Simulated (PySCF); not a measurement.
BH3N, SMILES B=[NH2+], charge +1.

Geometry optimised at PBE0-D3(BJ)/def2-TZVP. The isomer is the one that the SMILES or the coordinates give; other isomers of the formula were not compared.

Two levels are set side by side: TDDFT-PBE/def2-TZVPD (PySCF) and TDDFT-LC-ωPBE/def2-TZVPD (PySCF). Vertical, same geometry. The lowest singlet is HOMO→LUMO 100 % with PBE and HOMO→LUMO 98 % with the other functional; states are paired by order. Differences are taken from unrounded values.

```
quantity                               TDDFT-LC-ωPBE
-------------------------------------  -------------
lowest singlet excitation (eV)                  5.98
lowest triplet excitation (TDA) (eV)            5.63
first bright state (f over 0.05) (eV)           9.27
its oscillator strength                         0.18
```

**Question.** What does TDDFT-PBE give, and how far is it from TDDFT-LC-ωPBE? (An estimate is asked for; the answer gives what the named calculation found.)

**Answer.** 
| quantity | TDDFT-PBE | TDDFT-PBE minus TDDFT-LC-ωPBE |
|---|---|---|
| lowest singlet excitation (eV) | 5.59 | -0.39 |
| lowest triplet excitation (TDA) (eV) | 5.23 | -0.40 |
| first bright state (f over 0.05) (eV) | 8.80 | -0.47 |
| its oscillator strength | 0.14 | -0.04 |

Functionals without exact exchange tend to place singlet excitations lower, as here. Differences between two approximate levels are no errors against the true value.

Rough cost on one machine, each run with all the roots and properties that it gave: TDDFT-LC-ωPBE against TDDFT-PBE about 3 times.
